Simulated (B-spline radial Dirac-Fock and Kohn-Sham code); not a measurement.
# X-ray form factors of neutral atoms, Ba to Os

Model: Dirac-Fock orbitals of the configuration average with a finite nucleus. Program: a radial atomic solver. f₀ is given at the stated s = sin θ/λ in Å⁻¹. J(0) is the peak of the Compton profile.

```csv
Z,element,f₀(0.05),f₀(0.9),f₀(1.4),f₀(1.6),f₀(1.8),J(0) (a.u.)
56,Ba,54.344,19.700,14.069,12.303,10.659,12.90
57,La,55.350,20.105,14.361,12.636,11.010,12.67
58,Ce,56.383,20.480,14.632,12.939,11.333,12.55
59,Pr,57.438,20.824,14.888,13.219,11.632,12.54
60,Nd,58.468,21.215,15.138,13.494,11.933,12.44
61,Pm,59.497,21.617,15.379,13.756,12.222,12.34
62,Sm,60.525,22.031,15.613,14.006,12.499,12.25
63,Eu,61.551,22.457,15.843,14.246,12.764,12.16
64,Gd,62.552,22.937,16.072,14.478,13.023,11.99
65,Tb,63.602,23.351,16.295,14.698,13.259,11.99
66,Dy,64.627,23.819,16.521,14.913,13.492,11.91
67,Ho,65.650,24.301,16.749,15.123,13.715,11.84
68,Er,66.673,24.798,16.979,15.329,13.930,11.76
69,Tm,67.695,25.310,17.214,15.533,14.137,11.69
70,Yb,68.717,25.836,17.454,15.735,14.338,11.61
71,Lu,69.704,26.412,17.708,15.939,14.534,11.46
72,Hf,70.719,27.006,17.975,16.145,14.726,11.35
73,Ta,71.740,27.615,18.255,16.356,14.916,11.25
74,W,72.762,28.235,18.550,16.574,15.104,11.17
75,Re,73.785,28.863,18.862,16.801,15.293,11.10
76,Os,74.808,29.494,19.192,17.037,15.483,11.03
```

Values without a named source are computed, but for edge energies of neutral atoms, which are taken from tables.
